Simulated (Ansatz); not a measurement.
Geometry optimisation, Ansatz 0.2.0, RKS B3LYP-D4/cc-pVDZ.

input.yaml

```yaml
crystal:
  periodic: [false, false, false]
  atoms:
    - { symbol: Si, position_ang: [-0.93751, 0.34439, 0.84529] }
    - { symbol: C, position_ang: [0.22502, -0.73309, -0.17756] }
    - { symbol: C, position_ang: [1.11876, -0.23854, -1.01593] }
    - { symbol: Cl, position_ang: [1.29368, 1.4574, -1.24423] }
    - { symbol: H, position_ang: [-1.77149, 1.14135, -0.05476] }
    - { symbol: H, position_ang: [-1.76654, -0.55919, 1.64561] }
    - { symbol: H, position_ang: [-0.14406, 1.21351, 1.71476] }
    - { symbol: H, position_ang: [0.17894, -1.80929, -0.09265] }
    - { symbol: H, position_ang: [1.8032, -0.81654, -1.62054] }
basis:
  gaussian: { orbitals: cc-pVDZ }
hamiltonian:
  xc: b3lyp
  dispersion: d4
relax:
  f_tol: 0.015
  max_steps: 40
output:
  orbitals: {}
```

Launched with:

```bash
$ ansatz run input.yaml --threads 1 --pin off --max-ram 2048MiB --backend cpu --events-out ev --progress --plain --runs-dir out
```

Task: Where does it end, and by what steps?

Result: The run converged. After 7 steps the energy has fallen by 0.074 eV; Cl4 moved furthest, 0.12 Å.

```tsv
step	energy less start (eV)	largest force component (eV/Å)	accepted
0	0.0000	0.941	yes
1	-0.0651	0.418	yes
2	-0.0730	0.190	yes
3	-0.0720	0.143	no
4	-0.0736	0.037	yes
5	-0.0736	0.036	yes
6	-0.0737	0.032	yes
7	-0.0737	0.003	yes
```

```xyz
9
Properties=species:S:1:pos:R:3
Si -0.948 0.335 0.857
C 0.229 -0.712 -0.182
C 1.140 -0.242 -1.036
Cl 1.383 1.473 -1.328
H -1.831 1.163 -0.020
H -1.793 -0.595 1.669
H -0.186 1.236 1.773
H 0.187 -1.805 -0.098
H 1.819 -0.854 -1.635
```

Whether the end is a true minimum wasn't checked by a vibrational analysis.

Time of the run: 36 s on 1 thread of Arm Neoverse V1, with other jobs on the host, peak memory 0.18 GiB.
